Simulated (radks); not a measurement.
The nuclear charge of the bromine ion Br+ is varied continuously with 34 electrons held in [Ar] 3d10 4s2 4p4. Method: scalar-relativistic Kohn-Sham, PBE, spin-polarised, spherical densities, point nucleus; open shells are filled with parallel spins first; computed with a radial shooting solver on a logarithmic mesh with Libxc functionals. By the Hellmann-Feynman theorem dE/dZ = E(electron-nucleus)/Z, the electronic potential at the nucleus. The scalar-relativistic energy here is not variational (the density holds large components alone), so the two differ by a part that grows with Z.

| Z | E (hartree) | E(electron-nucleus)/Z (hartree) | HOMO | e(HOMO) (eV) | <r> HOMO (bohr) |
|---|---|---|---|---|---|
| 34 | -2429.99112 | -172.302 | 4p | -5.605 | 2.344 |
| 34.1 | -2447.28069 | -172.988 | 4p | -6.556 | 2.296 |
| 34.2 | -2464.63916 | -173.674 | 4p | -7.539 | 2.252 |
| 34.3 | -2482.06649 | -174.360 | 4p | -8.551 | 2.211 |
| 34.4 | -2499.56265 | -175.046 | 4p | -9.593 | 2.172 |
| 34.5 | -2517.12764 | -175.731 | 4p | -10.664 | 2.135 |
| 34.6 | -2534.76141 | -176.416 | 4p | -11.762 | 2.101 |
| 34.7 | -2552.46397 | -177.101 | 4p | -12.887 | 2.068 |
| 34.8 | -2570.23529 | -177.786 | 4p | -14.039 | 2.037 |
| 34.9 | -2588.07537 | -178.471 | 4p | -15.217 | 2.007 |
| 35 | -2605.98419 | -179.155 | 4p | -16.421 | 1.979 |
| 35.1 | -2623.96174 | -179.840 | 4p | -17.651 | 1.951 |
| 35.2 | -2642.00803 | -180.524 | 4p | -18.905 | 1.925 |
| 35.3 | -2660.12304 | -181.208 | 4p | -20.184 | 1.900 |
| 35.4 | -2678.30677 | -181.893 | 4p | -21.487 | 1.876 |
| 35.5 | -2696.55922 | -182.577 | 4p | -22.814 | 1.852 |
| 35.6 | -2714.88040 | -183.261 | 4p | -24.165 | 1.830 |
| 35.7 | -2733.27029 | -183.945 | 4p | -25.539 | 1.808 |
| 35.8 | -2751.72891 | -184.630 | 4p | -26.937 | 1.787 |
| 35.9 | -2770.25626 | -185.314 | 4p | -28.357 | 1.767 |
| 36 | -2788.85234 | -185.998 | 4p | -29.800 | 1.747 |

The central difference of E at Z = 35 is -179.432 hartree, to compare with the third column; the second derivative is -6.87 hartree.
